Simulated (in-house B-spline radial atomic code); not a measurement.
# Response and correlation of neutral mercury

Closed shell [Xe] 4f14 5d10 6s2. Computed with an all-electron radial atomic-structure program (B-spline basis): Dirac-Hartree-Fock, relativistic RPA (time-dependent Dirac-Hartree-Fock) for the response and second-order many-body perturbation theory for correlation, no-pair Dirac-Coulomb Hamiltonian, finite nucleus.

| multipole (bohr³, bohr⁵, bohr⁷) | uncoupled | coupled RPA |
| --- | --- | --- |
| dipole | 40.907 | 44.927 |
| quadrupole | 228.32 | 337.08 |
| octupole | 4196.4 | ? |

Problem. What is the coupled octupole polarisability?

Solution. 5952 atomic units, +42 % against the uncoupled value.

Problem. Which subshells carry the dipole polarisability?

Solution. 6s1/2 93.4 %, 5d5/2 4.8 %, 5d3/2 2.1 %.

Problem. What does the dipole shielding factor come to?

Solution. The dipole shielding factor is 0.998, against the exact N/Z = 80/80 = 1.000 of the non-relativistic theorem.

Dipole polarisability at imaginary frequency:

| u (Eh) | α(iu) (bohr³) |
| --- | --- |
| 0 | 44.93 |
| 0.05 | 42.95 |
| 0.15 | 32.76 |
| 0.3 | 20.41 |
| 0.5 | 12.67 |
| 1 | 6.182 |
| 2 | 2.73 |
| 5 | 0.7378 |

Problem. What dispersion coefficients follow for two such atoms?

Solution. C6 = (3/π)∫α(iu)²du = 443.5 hartree·bohr⁶ and C8 = 18320 hartree·bohr⁸.

Problem. How good is RPA here?

Solution. The recommended dipole polarisability is 33.91 bohr³ (Schwerdtfeger and Nagle, table of static dipole polarizabilities (2023 update)); RPA is off by +32 %, the part due to correlation beyond RPA.

Lowest J = 1 odd-parity excitations:

```
energy (eV)  oscillator strength  leading channel  weight
     2.8479              0.00836     6s1/2 → p1/2   0.784
     5.5838                 1.28     6s1/2 → p3/2   0.755
     7.1617             0.000176     6s1/2 → p1/2   0.835
      7.422                0.065     6s1/2 → p3/2   0.826
     7.9887             0.000108     6s1/2 → p1/2   0.846
     8.0837               0.0126     6s1/2 → p3/2   0.841
```

For an outer ns² shell RPA puts the lowest triplet far too low, and second order misses the ns²-np² near-degeneracy.

Second-order correlation energy by the highest angular momentum of the excited pair (hartree): s -0.03401, p -0.3224, d -0.8859, f -1.887, g -1.426, h -0.5185, i -0.2378, k -0.1195.

Problem. What is the second-order correlation energy at the partial-wave limit?

Solution. The listed waves sum to -5.4315 hartree; extrapolating the increments as (l + 1/2)⁻⁴ gives -5.6757 hartree, -1.93 eV per electron.
